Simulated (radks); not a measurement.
Valence configurations of the ruthenium ion Ru+ (all share [Kr]). All-electron calculation, Dirac Kohn-Sham, BLYP, spin-unpolarised, spherical densities, point nucleus; open shells are shared between the two j in proportion to 2j + 1. Program: a radial shooting solver on a logarithmic mesh with Libxc functionals. Energies are relative to 4d7; eigenvalues in eV.

valence          E (eV)  e(4d3/2)  e(4d5/2)  e(5p1/2)  e(5p3/2)  e(5s1/2)
4d7               0.000   -12.690   -12.358         -         -         -
4d6 5p1           7.459   -16.721   -16.355    -7.899    -7.634         -
4d6.5 5p0.5       3.407   -14.681   -14.332    -7.189    -6.953         -
4d5 5p2          17.652   -20.906   -20.506    -9.244    -8.916         -
4d5 5s2           6.962   -18.553   -18.162         -         -   -13.040
4d4.5 5s2 5p0.5  12.570   -20.776   -20.368    -8.769    -8.446   -14.038
4d6 5s1           2.621   -15.481   -15.121         -         -   -11.825
4d4 5s2 5p1      18.946   -23.012   -22.586    -9.460    -9.104   -15.003
4d5 5s1 5p1      12.227   -19.762   -19.367    -8.672    -8.363   -13.812
4d4.5 5p2.5      23.845   -23.038   -22.622    -9.890    -9.531         -

NIST lists [Kr] 4d7 as the ground configuration; this level of theory agrees among the configurations tried. The energies are those of spherical spin-averaged densities, not of single terms.
